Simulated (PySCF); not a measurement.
ECD: `C[C@H]1O[C@H](F)C[C@@H]1Cl`, C5H8ClFO

Geometry:
```csv
atom,x (Å),y (Å),z (Å)
C1,1.530,-0.125,1.478
C2,0.195,-0.106,0.762
O3,-0.167,1.237,0.444
C4,-1.121,1.198,-0.539
F5,-2.380,1.076,0.032
C6,-0.855,-0.040,-1.413
C7,0.200,-0.808,-0.611
Cl8,-0.166,-2.537,-0.459
H9,2.287,0.362,0.868
H10,1.826,-1.152,1.673
H11,1.448,0.409,2.420
H12,-0.587,-0.552,1.394
H13,-1.133,2.155,-1.071
H14,-0.495,0.241,-2.400
H15,-1.776,-0.614,-1.518
H16,1.188,-0.736,-1.072
```

Method used: TDDFT LC-wPBE/def2-SVPD circular dichroism and optical rotation, one conformer, gas phase (PySCF 2.14.0). Geometry: GFN2-xTB.

Problem. Assign R or S to each stereocentre.

Solution. C2 R, C4 R, C7 S.

Problem. List the lowest 16 singlet excitations with oscillator and rotatory strengths.

Solution. Rotatory strengths R in 10⁻⁴⁰ esu² cm², velocity form and length form (origin at the centre of mass); f in length form.
| state | E (eV) | λ (nm) | f | R (velocity) | R (length) | main |
| --- | --- | --- | --- | --- | --- | --- |
| 1 | 7.62 | 163 | 0.0005 | -0.3 | -0.2 | HOMO→LUMO+1 0.35, HOMO→LUMO 0.20 |
| 2 | 7.71 | 161 | 0.0008 | +0.1 | 0.0 | HOMO−2→LUMO+1 0.25, HOMO−1→LUMO+1 0.21 |
| 3 | 8.88 | 140 | 0.006 | -19.6 | -19.6 | HOMO−1→LUMO 0.26, HOMO→LUMO 0.20 |
| 4 | 9.10 | 136 | 0.036 | +2.3 | +3.5 | HOMO→LUMO+1 0.33, HOMO→LUMO 0.25 |
| 5 | 9.17 | 135 | 0.025 | -4.0 | -4.4 | HOMO−1→LUMO+1 0.23, HOMO−2→LUMO 0.14 |
| 6 | 9.50 | 131 | 0.046 | +36.1 | +37.2 | HOMO−2→LUMO+1 0.20, HOMO→LUMO+4 0.15 |
| 7 | 9.61 | 129 | 0.039 | -7.7 | -8.9 | HOMO−1→LUMO+4 0.13, HOMO−3→LUMO 0.12 |
| 8 | 9.76 | 127 | 0.004 | +3.8 | +4.8 | HOMO→LUMO+3 0.44, HOMO−3→LUMO 0.21 |
| 9 | 9.82 | 126 | 0.063 | -26.6 | -27.2 | HOMO−1→LUMO+3 0.46, HOMO−2→LUMO+3 0.09 |
| 10 | 9.92 | 125 | 0.008 | +4.1 | +2.5 | HOMO−2→LUMO+3 0.30, HOMO−1→LUMO+3 0.08 |
| 11 | 10.06 | 123 | 0.033 | -44.7 | -44.4 | HOMO→LUMO+2 0.41 |
| 12 | 10.07 | 123 | 0.032 | -16.7 | -17.8 | HOMO−1→LUMO+2 0.22, HOMO−4→LUMO 0.09 |
| 13 | 10.14 | 122 | 0.048 | +16.7 | +17.3 | HOMO→LUMO+5 0.22, HOMO−1→LUMO+2 0.10 |
| 14 | 10.28 | 121 | 0.003 | +2.2 | +2.0 | HOMO−2→LUMO+2 0.18, HOMO−2→LUMO+4 0.13 |
| 15 | 10.30 | 120 | 0.009 | -14.1 | -13.7 | HOMO−2→LUMO+2 0.14 |
| 16 | 10.42 | 119 | 0.002 | -9.2 | -8.0 | HOMO→LUMO+5 0.10, HOMO−1→LUMO+4 0.08 |

Among the states computed, the strongest CD band (largest |R|) is state 11. The largest dissymmetry factor in size, g = 4R/(D+G), with D and G the electric and magnetic dipole strengths, is -0.061 for state 16 (velocity form, f = 0.002), among bands with |R| over 0.5. The mirror image has the same energies and oscillator strengths and all R with the opposite sign.
